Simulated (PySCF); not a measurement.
A GIAO shielding run with PySCF 2.14.0 with density-fitted response routines (density fitting, non-relativistic, gas phase) on SMILES C#C[SiH2]NC/C=C/C(F)F, C6H9F2NSi:

```
$ OMP_NUM_THREADS=1 python probes_run.py task.json out

{"job": {"kind": "nmr", "xc": "PBE0", "basis": "pcSseg-1"}, "charge": 0, "multiplicity": 1}
C      3.405416     1.631871     1.872681
C      3.006146     0.892181     1.014368
Si     2.446314    -0.242229    -0.334698
N      0.888895    -0.755039     0.173990
C     -0.063924    -1.461021    -0.633359
C     -1.422873    -0.825955    -0.659247
C     -1.709695     0.338720    -0.102505
C     -3.067476     0.965951    -0.119600
F     -3.548789     1.104632     1.148663
F     -3.980446     0.217075    -0.784040
H      3.746561     2.278882     2.629640
H      2.288557     0.474291    -1.606587
H      3.431961    -1.330193    -0.474691
H      0.657789    -0.775619     1.154359
H      0.311831    -1.502410    -1.660322
H     -0.182742    -2.502542    -0.295348
H     -2.184385    -1.386244    -1.184663
H     -0.964393     0.914113     0.426100
H     -3.068549     1.972787    -0.572204
```

Hardware: 1 thread of an Intel Xeon, shared host. The job also computes population analyses, field gradients.

**Question.** How large is the calculation?

**Answer.** 84 electrons, 222 basis functions and 1167 auxiliary functions.

**Question.** How long does it take, and how much memory does it need?

**Answer.** 2.3 min of wall time, with 15 SCF cycles and 5 response iterations; peak memory 1.1 GiB. Times on a shared host scatter by some tens of per cent.
